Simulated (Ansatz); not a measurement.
Cost and result for the atomization energy of `FC1=C(Cl)[SiH2]1` (7 atoms, 7 bonds).

Total charge 0; spin multiplicity 1. The structure was optimised at the PBE0-D4/def2-TZVP level. Program: Ansatz. All runs use 2 threads of an Arm Neoverse V1 on a shared host. Times are those of one run each, without the atoms' runs, and a repeat can differ threefold. Electronic energies, without spin–orbit coupling; frozen cores. CCSD(T)/CBS adds CCSD(T) − MP2 in def2-TZVPP to the MP2 limit, and its time is that of the two runs behind it. T1 = 0.013. B3LYP takes the VWN-RPA correlation (the form of Gaussian; ORCA's B3LYP/G).

CCSD(T)/CBS is a level of theory with its own doubt, some kJ/mol a heavy atom from the limit and from the frozen cores, so smaller differences don't rank the functionals.

```csv
level,functions,wall time
LDA (SPW92)/def2-TZVPP,205,1.5 s
revPBE-D4/def2-TZVPP,205,2.5 s
BLYP-D4/def2-TZVPP,205,2.5 s
PBE-D4/def2-TZVPP (with forces),205,3.1 s
CCSD(T)/def2-SVP,88,3.4 s
BHLYP-D4/def2-TZVPP,205,3.9 s
B3LYP-D4/def2-TZVPP (with forces),205,5.5 s
PBE-QIDH/def2-TZVPP,205,6.5 s
B97M-V/def2-TZVPP,205,11 s
ωB97M-V/def2-TZVPP (with forces),205,14 s
MP2/def2-QZVPP,371,20 s
CCSD(T)/def2-TZVPP,205,96 s
CCSD(T)/CBS(def2),–,120 s
```

Problem. What atomization energy does each give, and how far from CCSD(T)/CBS? (Best estimate.)

Solution. Ansatz gave: 
```csv
level,atomization (kcal/mol),difference from CCSD(T)/CBS,per bond
LDA (SPW92)/def2-TZVPP,719.0,119.8,17.1
revPBE-D4/def2-TZVPP,609.3,10.1,1.4
BLYP-D4/def2-TZVPP,602.7,3.5,0.5
PBE-D4/def2-TZVPP (with forces),629.6,30.4,4.3
CCSD(T)/def2-SVP,559.1,-40.1,-5.7
BHLYP-D4/def2-TZVPP,570.7,-28.5,-4.1
B3LYP-D4/def2-TZVPP (with forces),598.0,-1.2,-0.2
PBE-QIDH/def2-TZVPP,601.3,2.1,0.3
B97M-V/def2-TZVPP,608.9,9.7,1.4
ωB97M-V/def2-TZVPP (with forces),604.4,5.2,0.7
MP2/def2-QZVPP,615.0,15.8,2.3
CCSD(T)/def2-TZVPP,579.6,-19.6,-2.8
CCSD(T)/CBS(def2),599.2,0.0,0.0
```

At CCSD(T), def2-SVP lies −40.2 kcal/mol from the extrapolated value and def2-TZVPP −19.6 kcal/mol: correlation converges slowly with the basis, and small sets miss more of it in the bonded molecule than in its fragments. From r2SCAN to r2SCAN0 (25 % exact exchange), in def2-TZVPP and without D4, the atomization energy moves by −16.8 kcal/mol: exact exchange takes away binding that semilocal exchange gives to molecules. Leaving LDA and LC-ωPBE aside and taking each functional with its dispersion term where it has one, the values spread over 58.9 kcal/mol, from BHLYP-D4 to PBE-D4. LDA lies +93.4 kcal/mol from PBE without D4, its usual overbinding.
